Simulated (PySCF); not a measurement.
## Calculated data, BH₂NO

Computed with PySCF 2.14.0. Calculation on a computer-drawn molecule: vertical ionisation energy to the stated ion spin, frozen-core CCSD(T) at the basis limit and cheaper methods, single-reference cases, UHF for radicals, no spin-orbit; all values are single points at the evaluated structure, the first of each entry, which is the reference or a displaced copy of it and isn't optimised; the reference structure only sets the zero of the energies above reference; triples share is (T) over the correlation energy.

Common to all runs: charge 0; multiplicity 1; ion multiplicity 2; diffuse functions no; basis cc-pVnZ; reference is the Hartree-Fock double-zeta minimum; best is HF at quadruple zeta + MP2 correlation extrapolated from triple and quadruple zeta + CCSD(T) minus MP2 at triple zeta; basis step is the size of the change from the same recipe one zeta lower.

(1) BH₂NO

Evaluated structure:
```xyz
5
BH2NO
N     -0.4908    -1.6906    -1.5943
B      0.3198    -1.0423    -0.8814
O      1.1695    -0.4653    -0.1313
H     -1.1668    -2.1138    -2.2106
H      1.8009    -1.0244     0.3436
```

Reference structure:
```xyz
5
BH2NO
N     -0.5106    -1.6825    -1.6239
B      0.2853    -1.0951    -0.8928
O      1.1421    -0.4506    -0.1037
H     -1.1587    -2.1280    -2.2130
H      1.7876    -1.0052     0.3100
```

| Property | Result |
| --- | --- |
| ionisation energy best | 10.3 eV |
| ionisation energy basis step | 0.08938 eV |
| energy above reference best | 3.155 kcal/mol |
| energy above reference basis step | 0.2692 kcal/mol |
| ionisation energy Koopmans at triple zeta | 10.68 eV |
| ionisation energy EOM CCSD at triple zeta | 10.08 eV |
| total energy HF triple zeta | -155.2640 hartree |
| total energy CCSD(T) triple zeta | -155.8274 hartree |
| total energy best | -155.9096 hartree |
| T1 diagnostic at triple zeta | 0.01344 |
| D1 diagnostic at triple zeta | 0.03424 |
| ion T1 diagnostic at triple zeta | 0.02044 |
| ion D1 diagnostic at triple zeta | 0.08876 |
| ion spin squared at triple zeta | 0.7621 |
| triples share at triple zeta | 0.03965 |
| basis functions triple zeta | 118 |
| dipole magnitude HF at triple zeta | 1.933 debye |
| dipole magnitude CCSD unrelaxed at triple zeta | 1.684 debye |
| dipole magnitude PBE at triple zeta | 1.703 debye |
| dipole magnitude r2SCAN at triple zeta | 1.774 debye |
| dipole magnitude B3LYP at triple zeta | 1.749 debye |
| dipole magnitude wB97X at triple zeta | 1.807 debye |

Drawn bonds:
```csv
atom,other atom,order
1,2,2
2,3,1
1,4,1
3,5,1
```

Triple zeta:
```csv
method,ionisation energy (eV),energy above reference (kcal/mol)
HF,8.547,3.962
PBE,9.993,2.591
r2SCAN,9.879,2.825
B3LYP,10.05,3.002
wB97X,10.01,3.243
MP2,10.29,3.31
CCSD,9.974,3.543
CCSD(T),10.08,3.382
```

(2) BH₂NO

Evaluated structure:
```xyz
5
BH2NO
N     -0.5369    -1.7398    -1.6486
B      0.2852    -1.0570    -0.9207
O      1.1314    -0.4653    -0.1000
H     -1.1463    -2.0946    -2.2407
H      1.7436    -1.0348     0.2967
```

Reference structure:
```xyz
5
BH2NO
N     -0.5106    -1.6825    -1.6239
B      0.2853    -1.0951    -0.8928
O      1.1421    -0.4506    -0.1037
H     -1.1587    -2.1280    -2.2130
H      1.7876    -1.0052     0.3100
```

| Property | Result |
| --- | --- |
| ionisation energy best | 10.42 eV |
| ionisation energy basis step | 0.09013 eV |
| energy above reference best | 6.246 kcal/mol |
| energy above reference basis step | 0.1809 kcal/mol |
| ionisation energy Koopmans at triple zeta | 10.76 eV |
| ionisation energy EOM CCSD at triple zeta | 10.21 eV |
| total energy HF triple zeta | -155.2591 hartree |
| total energy CCSD(T) triple zeta | -155.8232 hartree |
| total energy best | -155.9047 hartree |
| T1 diagnostic at triple zeta | 0.01441 |
| D1 diagnostic at triple zeta | 0.03734 |
| ion T1 diagnostic at triple zeta | 0.02132 |
| ion D1 diagnostic at triple zeta | 0.09146 |
| ion spin squared at triple zeta | 0.7619 |
| triples share at triple zeta | 0.04024 |
| basis functions triple zeta | 118 |
| dipole magnitude HF at triple zeta | 1.813 debye |
| dipole magnitude CCSD unrelaxed at triple zeta | 1.543 debye |
| dipole magnitude PBE at triple zeta | 1.581 debye |
| dipole magnitude r2SCAN at triple zeta | 1.653 debye |
| dipole magnitude B3LYP at triple zeta | 1.624 debye |
| dipole magnitude wB97X at triple zeta | 1.68 debye |

Drawn bonds:
```csv
atom,other atom,order
1,2,2
2,3,1
1,4,1
3,5,1
```

Triple zeta:
```csv
method,ionisation energy (eV),energy above reference (kcal/mol)
HF,8.651,7.047
PBE,10.12,6.29
r2SCAN,10,6.333
B3LYP,10.17,6.681
wB97X,10.13,6.803
MP2,10.42,5.88
CCSD,10.1,6.378
CCSD(T),10.21,5.989
```
